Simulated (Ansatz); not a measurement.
Mulliken charges of `[SeH]B([SeH])[SeH]` from r2SCAN/def2-TZVPP in Ansatz (PBE0-D4/def2-TZVP geometry).

| atom | x (Å) | y (Å) | z (Å) | charge (e) |
| --- | --- | --- | --- | --- |
| Se1 | -1.902 | 0.511 | 0.290 | -0.006 |
| B2 | -0.037 | -0.008 | 0.358 | -0.092 |
| Se3 | 0.688 | -0.262 | 2.143 | -0.019 |
| Se4 | 1.126 | -0.285 | -1.161 | -0.007 |
| H5 | -1.995 | 0.581 | -1.173 | 0.041 |
| H6 | 2.042 | -0.624 | 1.703 | 0.046 |
| H7 | 0.140 | 0.020 | -2.205 | 0.037 |

Question: By hand: the dipole of these point charges (1 e Å = 4.8032 D).

Answer: Σ q r = (0.011, 0.000, -0.119) e Å, of length 0.120 e Å = 0.58 D.

Question: How does the dipole of the full density compare? (An estimate is asked.)

Answer: Ansatz gave: (0.017, 0.003, -0.247) e Å, 1.19 D; the point charges give 0.49 times that, at 2° from its direction.

Point charges leave out the atoms' own dipoles, such as those of lone pairs, and Mulliken's split depends on the basis, so the two needn't agree.
